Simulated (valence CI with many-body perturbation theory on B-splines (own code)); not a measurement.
# Pb⁴⁹⁺: electric-dipole lines

Calculated by valence CI with perturbative core correlation (CI+MBPT): five valence electrons over a frozen Dirac-Fock core [Ar] 3d10, radial functions for each j: 11 s, 11 p, 10 d, 8 f, 5 g, 2 h, with the one-electron correlation potential Σ1, the two-electron term Σ2, the three-electron term Σ3, Breit, model QED; selected CI, second order for the rest, scaled by the run's own slope (own B-spline code, finite nucleus).

No measured spectrum was set against this ion. As an estimate, large intervals hold to a few tenths of a per cent, small ones and those within an open d or f shell to about a per cent. Among the levels kept, up to 2200 cm⁻¹ of a level comes from second order outside the variational space, and about a tenth of that is noise between levels of different J, which matters for small intervals.

Lines 201 to 250 of 567 in falling wavelength, among levels below 744.17 eV, chosen from the strongest by gf and those to the six lowest levels. Wavelengths and rates use the calculated energies. Electric multipoles are in the length gauge with retardation, E1 and E2 with the static RPA response of the core. Weak lines are less certain than strong ones. Lines between different terms over intervals too small for the method are left out, as are lines whose strength nearly cancels. Where a level lies close to another of its J and parity, the split of strength between their lines is uncertain. The highest levels of a list are the least certain.

Levels are named by their leading jj configuration (3d3/2^4 stands for four electrons in 3d with j = 3/2), which in mixed levels can hold well under half, so a name can repeat and another be missing. Letters in brackets count levels of one name in rising energy.

```
λ vac (nm)                               Upper                               Lower   A (s⁻¹)  S (a.u.)
     5.394  (4s 4p1/2 4p3/2^2 4d5/2) J=3/2 [d]            (4s 4p1/2 4p3/2^3) J=1/2  8.50e+10  2.63e-02
     5.393  (4s 4p1/2^2 4p3/2 4f7/2) J=9/2 [c]  (4s 4p1/2^2 4p3/2 4d5/2) J=7/2 [a]  3.40e+11  2.64e-01
     5.393      (4s^2 4p1/2 4p3/2 4d5/2) J=1/2          (4s^2 4p1/2 4p3/2^2) J=1/2  5.47e+11  8.47e-02
     5.391          (4s 4p1/2^2 4d5/2^2) J=5/2  (4s 4p1/2^2 4p3/2 4d5/2) J=5/2 [a]  3.05e+11  1.42e-01
     5.388  (4s^2 4p1/2 4p3/2 4f5/2) J=5/2 [b]  (4s^2 4p1/2 4p3/2 4d3/2) J=3/2 [b]  2.29e+11  1.06e-01
     5.382  (4s 4p1/2^2 4p3/2 4d5/2) J=3/2 [a]          (4s 4p1/2^2 4p3/2^2) J=5/2  6.51e+10  2.00e-02
     5.380  (4s 4p1/2 4p3/2^2 4d5/2) J=5/2 [b]        (4s 4p1/2 4p3/2^3) J=3/2 [a]  1.34e+11  6.17e-02
     5.375  (4s 4p1/2^2 4p3/2 4d5/2) J=7/2 [a]          (4s 4p1/2^2 4p3/2^2) J=5/2  3.98e+11  2.44e-01
     5.368          (4s^2 4p1/2 4d3/2^2) J=5/2          (4s 4p1/2^2 4p3/2^2) J=3/2  1.92e+11  8.78e-02
     5.364  (4s 4p1/2 4p3/2^2 4d5/2) J=5/2 [d]            (4s 4p1/2 4p3/2^3) J=5/2  4.56e+10  2.09e-02
     5.354  (4s^2 4p1/2 4p3/2 4f5/2) J=3/2 [b]  (4s^2 4p1/2 4p3/2 4d3/2) J=1/2 [b]  1.21e+11  3.66e-02
     5.328  (4s^2 4p1/2 4p3/2 4d5/2) J=5/2 [b]          (4s^2 4p1/2 4p3/2^2) J=5/2  1.40e+11  6.29e-02
     5.315  (4s^2 4p1/2 4p3/2 4d5/2) J=7/2 [b]          (4s^2 4p1/2 4p3/2^2) J=5/2  7.63e+11  4.53e-01
     5.311  (4s 4p1/2^2 4p3/2 4d3/2) J=3/2 [a]          (4s^2 4p1/2^2 4d5/2) J=5/2  4.96e+08  1.47e-04
     5.278  (4s 4p1/2^2 4p3/2 4f5/2) J=3/2 [a]  (4s 4p1/2^2 4p3/2 4d3/2) J=3/2 [b]  7.01e+10  2.03e-02
     5.278  (4s 4p1/2 4p3/2^2 4d5/2) J=5/2 [f]        (4s 4p1/2 4p3/2^3) J=3/2 [b]  9.84e+11  4.29e-01
     5.273      (4s 4p1/2 4p3/2^2 4d3/2) J=9/2  (4s^2 4p1/2 4p3/2 4d5/2) J=7/2 [b]  1.96e+11  1.42e-01
     5.249  (4s^2 4p1/2 4p3/2 4d5/2) J=3/2 [b]          (4s^2 4p1/2 4p3/2^2) J=5/2  9.76e+10  2.78e-02
     5.248  (4s 4p1/2 4p3/2^2 4d5/2) J=3/2 [b]        (4s 4p1/2 4p3/2^3) J=3/2 [a]  6.55e+11  1.87e-01
     5.246          (4s^2 4p3/2^2 4d5/2) J=3/2                (4s^2 4p3/2^3) J=3/2  9.72e+11  2.77e-01
     5.229  (4s 4p1/2 4p3/2^2 4d5/2) J=7/2 [e]            (4s 4p1/2 4p3/2^3) J=5/2  9.14e+11  5.16e-01
     5.224  (4s 4p1/2 4p3/2^2 4d5/2) J=3/2 [e]        (4s 4p1/2 4p3/2^3) J=3/2 [b]  4.13e+11  1.16e-01
     5.219  (4s 4p1/2 4p3/2^2 4d5/2) J=5/2 [e]            (4s 4p1/2 4p3/2^3) J=5/2  7.21e+11  3.04e-01
     5.217  (4s 4p1/2^2 4d3/2 4d5/2) J=5/2 [b]  (4s 4p1/2^2 4p3/2 4d3/2) J=5/2 [a]  8.17e+10  3.43e-02
     5.215          (4s^2 4p1/2 4d5/2^2) J=5/2  (4s^2 4p1/2 4p3/2 4d5/2) J=5/2 [a]  2.34e+11  9.83e-02
     5.214  (4s^2 4p1/2 4p3/2 4f7/2) J=7/2 [b]  (4s^2 4p1/2 4p3/2 4d3/2) J=5/2 [b]  1.86e+11  1.04e-01
     5.197  (4s 4p1/2 4p3/2^2 4d5/2) J=3/2 [e]            (4s 4p1/2 4p3/2^3) J=1/2  1.08e+12  3.00e-01
     5.193  (4s 4p1/2^2 4p3/2 4d5/2) J=7/2 [b]          (4s 4p1/2^2 4p3/2^2) J=5/2  3.76e+11  2.08e-01
     5.188  (4s^2 4p1/2 4p3/2 4d5/2) J=5/2 [b]          (4s^2 4p1/2 4p3/2^2) J=3/2  9.73e+11  4.02e-01
     5.183      (4s 4p1/2^2 4p3/2 4d3/2) J=7/2          (4s^2 4p1/2^2 4d5/2) J=5/2  4.89e+10  2.69e-02
     5.182  (4s^2 4p1/2 4p3/2 4f7/2) J=7/2 [c]  (4s^2 4p1/2 4p3/2 4d3/2) J=5/2 [b]  2.10e+11  1.16e-01
     5.178  (4s 4p1/2 4p3/2^2 4d5/2) J=5/2 [c]        (4s 4p1/2 4p3/2^3) J=3/2 [a]  6.03e+11  2.48e-01
     5.175          (4s^2 4p1/2 4d5/2^2) J=9/2      (4s^2 4p1/2 4p3/2 4d5/2) J=9/2  5.10e+10  3.49e-02
     5.165  (4s 4p1/2 4p3/2^2 4d3/2) J=7/2 [b]  (4s^2 4p1/2 4p3/2 4d5/2) J=5/2 [a]  5.96e+10  3.24e-02
     5.149  (4s 4p1/2 4p3/2^2 4d5/2) J=5/2 [d]        (4s 4p1/2 4p3/2^3) J=3/2 [a]  1.14e+11  4.59e-02
     5.146          (4s^2 4p1/2 4d5/2^2) J=3/2  (4s^2 4p1/2 4p3/2 4d5/2) J=3/2 [a]  2.30e+11  6.19e-02
     5.146  (4s 4p1/2^2 4p3/2 4f5/2) J=7/2 [a]      (4s 4p1/2^2 4p3/2 4d3/2) J=7/2  4.83e+10  2.60e-02
     5.144      (4s^2 4p3/2^2 4d5/2) J=5/2 [b]                (4s^2 4p3/2^3) J=3/2  1.39e+12  5.59e-01
     5.127  (4s 4p1/2^2 4p3/2 4f7/2) J=5/2 [b]  (4s 4p1/2^2 4p3/2 4d5/2) J=5/2 [a]  6.83e+10  2.73e-02
     5.124  (4s 4p1/2 4p3/2^2 4d5/2) J=3/2 [d]            (4s 4p1/2 4p3/2^3) J=5/2  2.25e+11  5.99e-02
     5.113  (4s^2 4p1/2 4p3/2 4d5/2) J=3/2 [b]          (4s^2 4p1/2 4p3/2^2) J=3/2  1.73e+09  4.57e-04
     5.097  (4s 4p1/2^2 4p3/2 4f5/2) J=7/2 [b]  (4s 4p1/2^2 4p3/2 4d3/2) J=5/2 [b]  4.21e+11  2.20e-01
     5.093  (4s 4p1/2^2 4p3/2 4f5/2) J=3/2 [b]  (4s 4p1/2^2 4p3/2 4d3/2) J=1/2 [b]  2.33e+11  6.07e-02
     5.087  (4s 4p1/2 4p3/2^2 4d3/2) J=7/2 [c]  (4s^2 4p1/2 4p3/2 4d5/2) J=5/2 [b]  1.30e+11  6.77e-02
     5.081  (4s 4p1/2 4p3/2^2 4d5/2) J=3/2 [c]        (4s 4p1/2 4p3/2^3) J=3/2 [a]  7.80e+10  2.02e-02
     5.077      (4s^2 4p1/2 4p3/2 4d5/2) J=1/2          (4s^2 4p1/2 4p3/2^2) J=3/2  1.18e+11  1.53e-02
     5.076  (4s^2 4p1/2 4p3/2 4f5/2) J=5/2 [a]  (4s^2 4p1/2 4p3/2 4d3/2) J=3/2 [a]  1.75e+11  6.77e-02
     5.067  (4s^2 4p1/2 4p3/2 4f5/2) J=7/2 [a]  (4s^2 4p1/2 4p3/2 4d3/2) J=5/2 [a]  2.13e+11  1.10e-01
     5.066          (4s^2 4p1/2^2 4f5/2) J=5/2          (4s^2 4p1/2^2 4d3/2) J=3/2  2.22e+11  8.54e-02
     5.065  (4s 4p1/2^2 4p3/2 4f7/2) J=5/2 [a]  (4s 4p1/2^2 4p3/2 4d3/2) J=3/2 [b]  2.62e+11  1.01e-01
```
